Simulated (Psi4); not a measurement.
F₅V, charge -1, doublet, at a GFN2-xTB geometry (such geometries of metal compounds can be far from the true shape) (the multiplicity is a formal guess) (a gas-phase anion, which may not be bound at this level); PBE/6-31G* run with Psi4.

Here is a job for Psi4.
```
memory 2 GB

molecule mol {
-1 2
V    -0.044001    0.016631    0.057167
F     1.150695   -0.707214    1.225068
F    -1.273355    0.753575   -1.065708
F     0.308927    1.530622    0.649151
F     1.021446   -0.386073   -1.327064
F    -1.095265   -1.233412    0.372460
}

set {
  basis 6-31g*
  reference uks
  damping_percentage 50
}

energy('pbe')
print_variables()
```

The log (banner, timings and long lists left out):

```
   => Loading Basis Set <=

    Name: 6-31G*
    Role: ORBITAL
    Keyword: BASIS

         ---------------------------------------------------------
                                   SCF
               by Justin Turney, Rob Parrish, Andy Simmonett
                          and Daniel G. A. Smith
                              UKS Reference
         ---------------------------------------------------------

  ==> Geometry <==

    Molecular point group: c1
    Full point group: C1

    Geometry (in Angstrom), charge = -1, multiplicity = 2:

       Center              X                  Y                   Z               Mass
    ------------   -----------------  -----------------  -----------------  -----------------
         V           -0.043279775392     0.016358422804     0.056229743228    50.943957040000
         F            1.151416224608    -0.707486577196     1.224130743228    18.998403162730
         F           -1.272633775392     0.753302422804    -1.066645256772    18.998403162730
         F            0.309648224608     1.530349422804     0.648213743228    18.998403162730
         F            1.022167224608    -0.386345577196    -1.328001256772    18.998403162730
         F           -1.094543775392    -1.233684577196     0.371522743228    18.998403162730

  Running in c1 symmetry.

  Rotational constants: A =      0.10189  B =      0.08456  C =      0.07734 [cm^-1]
  Rotational constants: A =   3054.52662  B =   2535.02301  C =   2318.60822 [MHz]
  Nuclear repulsion =  471.817852356197648

  Charge       = -1
  Multiplicity = 2
  Electrons    = 69
  Nalpha       = 35
  Nbeta        = 34

  ==> Algorithm <==

  SCF Algorithm Type is DF.
  DIIS enabled.
  MOM disabled.
  Fractional occupation disabled.
  Guess Type is SAD.
  Energy threshold   = 1.00e-06
  Density threshold  = 1.00e-06
  Integral threshold = 1.00e-12

  ==> Primary Basis <==

  Basis Set: 6-31G*
    Blend: 6-31G*
    Number of shells: 42
    Number of basis functions: 114
    Number of Cartesian functions: 114
    Spherical Harmonics?: false
    Max angular momentum: 3

  ==> DFT Potential <==

   => LibXC <=

    Version 7.1.2
    S. Lehtola, C. Steigemann, M. J. T. Oliveira, and M. A. L. Marques,  SoftwareX 7, 1–5 (2018) (10.1016/j.softx.2017.11.002)

   => Composite Functional: PBE <=

    PBE GGA Exchange-Correlation Functional

    J.P. Perdew et. al., Phys. Rev. Lett., 77(18), 3865-3868, 1996

    Deriv               =              1
[...]
   @DF-UKS iter  89: -1442.76941541687165   -6.54576e-05   1.52913e-06 DIIS/DAMP=50%
   @DF-UKS iter  90: -1442.76919428905990    2.21128e-04   1.14631e-06 DIIS/DAMP=50%
   @DF-UKS iter  91: -1442.76931074422896   -1.16455e-04   4.07693e-07 DIIS/DAMP=50%
   @DF-UKS iter  92: -1442.76928490511159    2.58391e-05   2.48855e-07 DIIS/DAMP=50%
   @DF-UKS iter  93: -1442.76935009002523   -6.51849e-05   2.47170e-07 DIIS/DAMP=50%
   @DF-UKS iter  94: -1442.76927570489352    7.43851e-05   3.69072e-07 DIIS/DAMP=50%
   @DF-UKS iter  95: -1442.76928789242857   -1.21875e-05   1.72625e-07 DIIS/DAMP=50%
   @DF-UKS iter  96: -1442.76930122031376   -1.33279e-05   2.69891e-07 DIIS/DAMP=50%
   @DF-UKS iter  97: -1442.76929138113837    9.83918e-06   1.69016e-07 DIIS/DAMP=50%
   @DF-UKS iter  98: -1442.76929546195015   -4.08081e-06   1.91385e-07 DIIS/DAMP=50%
   @DF-UKS iter  99: -1442.76930783302578   -1.23711e-05   2.03243e-07 DIIS/DAMP=50%
   @DF-UKS iter 100: -1442.76930381517195    4.01785e-06   1.84155e-07 DIIS/DAMP=50%

PsiException: Could not converge SCF iterations in 100 iterations.

  Failed to converge.

Traceback (most recent call last):
  File "psi4", line 375, in <module>
  File "<string>", line 28, in <module>
  File "site-packages/psi4/driver/driver.py", line 533, in energy
  File "site-packages/psi4/driver/procrouting/proc.py", line 2760, in run_scf
  File "site-packages/psi4/driver/procrouting/proc.py", line 2047, in scf_helper
  File "site-packages/psi4/driver/procrouting/scf_proc/scf_iterator.py", line 93, in scf_compute_energy
  File "site-packages/psi4/driver/procrouting/scf_proc/scf_iterator.py", line 86, in scf_compute_energy
  File "site-packages/psi4/driver/procrouting/scf_proc/scf_iterator.py", line 609, in scf_iterate

psi4.driver.p4util.exceptions.SCFConvergenceError: Could not converge SCF iterations in 100 iterations.

Printing out the relevant lines from the Psithon --> Python processed input file:
    ""","mol")
    core.IO.set_default_namespace("mol")
    core.set_global_option("BASIS", "6-31g*")
    core.set_global_option("REFERENCE", "uks")
    core.set_global_option("DAMPING_PERCENTAGE", 50)
--> energy('pbe')
    print_variables()

!-------------------------------------------------------!
!                                                       !
!  Could not converge SCF iterations in 100 iterations. !
!                                                       !
!-------------------------------------------------------!
```

The run did not converge; its last values are not results.
